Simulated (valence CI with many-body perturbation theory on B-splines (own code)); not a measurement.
Sensitivity of CI+MBPT for Cr3+

Calculated by valence CI with perturbative core correlation (CI+MBPT): three valence electrons over a frozen Dirac-Fock core [Ar], a basis of 6 s, 6 p, 5 d, 5 f, 1 g functions for each j, with the one-electron correlation potential Σ1, the two-electron term Σ2, the three-electron term Σ3, Breit, model QED; selected CI, second order for the rest, scaled by the run's own slope (own B-spline code, finite nucleus).

Against 20 measured levels this calculation errs by 929 cm⁻¹ on average and by 2273 at most. These come from a selection out of Sugar and Corliss, J. Phys. Chem. Ref. Data 6, 317 (1977). Levels without a partner in it may be off by more, other configurations by 1,000 to 8,000 cm⁻¹. Only levels of the ground parity were solved; by the run's estimate the other parity begins above the list, which can be wrong where configurations are misplaced. 1 measured level below the end of the list, from 20650 cm⁻¹ on, found no clear computed partner, and computed levels of the same name lie up to 921 cm⁻¹ from them.

The reference run has the lowest level 3d3 4F_3/2 and an ionisation energy of 48.6228 eV. Its largest variational space holds 5481 state functions.

Names give the largest LS component (configuration and term), which can be under half, so a name can repeat, a term be missing and a line seem to break the LS rules; names also repeat where a configuration has a term twice.

Changed runs:
A. orbitals per symmetry with explicit Σ2 and valence Breit (the others get mean screening factors) 5 → 3
B. scale of Σ1 1 → 0.8
C. shift of the energy in Σ1 (hartree) 0 → -0.6; scale of Σ1 1 → 0; scale of Σ2 1 → 0; three-electron term on → off
D. correlating orbitals by l 3 3 3 3 1 → 2 2 1 1 0; natural orbitals for correlation on → off (bad on purpose)

Excitation energies of the reference run in cm⁻¹, and shifts in cm⁻¹:

| Level | Reference | A | B | C | D |
| --- | --- | --- | --- | --- | --- |
| 3d3 4F_5/2 | 232 | +3.5 | -6.1 | -54 | +1.2 |
| 3d3 4F_7/2 | 546 | +8.0 | -14 | -125 | +3.6 |
| 3d3 4F_9/2 | 931 | +13 | -24 | -211 | +7.8 |
| 3d3 4P_1/2 | 14794 | -266 | -70 | +110 | +1023 |
| 3d3 4P_3/2 | 14911 | -264 | -72 | +85 | +1030 |
| 3d3 2G_7/2 | 15018 | +261 | -83 | +436 | +1430 |
| 3d3 4P_5/2 | 15199 | -261 | -80 | +24 | +1025 |
| 3d3 2G_9/2 | 15358 | +266 | -91 | +367 | +1431 |
| 3d3 2P_3/2 | 20387 | +16 | -98 | -984 | +2354 |
| 3d3 2P_1/2 | 20474 | -30 | -102 | -1180 | +2261 |
| 3d3 2H_9/2 | 20524 | +320 | -112 | +532 | +1477 |
| 3d3 2H_11/2 | 20775 | +323 | -118 | +484 | +1477 |
| Ionisation energy (eV) | 48.6228 | +0.1648 | -0.3518 | -3.6669 | +0.2275 |
